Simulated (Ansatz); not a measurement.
`O[SiH2]C(F)Br` + `C[SiH2]/C=C/[SiH3]` → `O[SiH2]/C=C/[SiH3]` + `C[SiH2]C(F)Br`  (redistribution)

Computed with Ansatz on PBE0-D4/def2-TZVP structures; ΔE is electronic, products minus reactants. CBS: MP2 limit from def2 TZ/QZ plus the TZ coupled-cluster correction, frozen cores. Double bonds are as drawn, so ΔE can hold a change between cis and trans. DFT in def2-TZVPP. B3LYP here is the variant with VWN-RPA as its local correlation; programs differ in this. For Br outer-core shells are correlated without core-valence functions, which leaves a few kJ/mol of doubt a bond. Scalar relativity is left out up to krypton. Each species was taken in one conformer, which may not be the lowest.

`O[SiH2]C(F)Br`:

```xyz
9

O    -1.313    1.318    0.040
Si    0.245    0.842   -0.103
C     0.399   -1.045    0.090
F    -0.322   -1.675   -0.894
Br   -0.287   -1.592    1.829
H    -1.965    0.927   -0.544
H     1.017    1.499    0.971
H     0.805    1.153   -1.446
H     1.422   -1.427    0.058
```

`C[SiH2]/C=C/[SiH3]`:

Cartesian coordinates in Å:
```
C 1.746 1.071 1.877
Si -0.061 0.875 1.437
C -0.300 -0.411 0.106
C -0.821 -0.149 -1.098
Si -1.044 -1.432 -2.430
H 2.325 1.389 1.006
H 2.164 0.128 2.237
H 1.875 1.818 2.664
H -0.820 0.472 2.656
H -0.624 2.157 0.930
H 0.010 -1.437 0.317
H -1.135 0.875 -1.311
H -2.477 -1.551 -2.816
H -0.558 -2.742 -1.923
H -0.280 -1.062 -3.653
```

`O[SiH2]/C=C/[SiH3]`:

Z-matrix (Å, degrees):
```
Si
C 1 1.862
O 1 1.648 2 111.1
H 1 1.491 2 108.7 3 -122.6
H 1 1.483 2 110.6 3 117.6
C 2 1.338 1 123.1 3 -5.6
H 2 1.092 1 118.4 3 174.2
H 3 0.958 1 117.5 2 -76.5
Si 6 1.863 2 123.8 1 179.8
H 6 1.092 2 117.9 1 -0.6
H 9 1.487 6 108.9 2 -0.6
H 9 1.489 6 110.6 2 -120.9
H 9 1.488 6 110.7 2 119.9
```

`C[SiH2]C(F)Br`:

Z-matrix (Å, degrees):
```
C
Si 1 1.859
H 1 1.092 2 110.4
H 1 1.091 2 110.8 3 -120.3
H 1 1.092 2 110.3 3 119.6
C 2 1.908 1 110.1 3 -177.1
H 2 1.485 1 113.1 3 64.0
H 2 1.489 1 111.5 3 -59.5
Br 6 1.956 2 109.1 1 -61.1
F 6 1.368 2 111.2 1 59.1
H 6 1.091 2 114.8 1 -177.8
```

Question: Is it downhill or uphill in electronic energy at CCSD(T)/CBS, and by how much? (An estimate is asked.)

Answer: The calculation gave: Downhill: ΔE = -0.06 eV.

Question: What do these levels give: ωB97M-V, r2SCAN, B3LYP, CCSD(T)/def2-TZVPP, SCS-MP2/def2-QZVPP, MP2/CBS(def2)? (Best estimate.)

Answer: The calculation gave: ωB97M-V -0.07, r2SCAN -0.07, B3LYP -0.05, CCSD(T)/def2-TZVPP -0.06, SCS-MP2/def2-QZVPP -0.05, MP2/CBS(def2) -0.06 eV.

Largest T1 diagnostic among the species: 0.012.
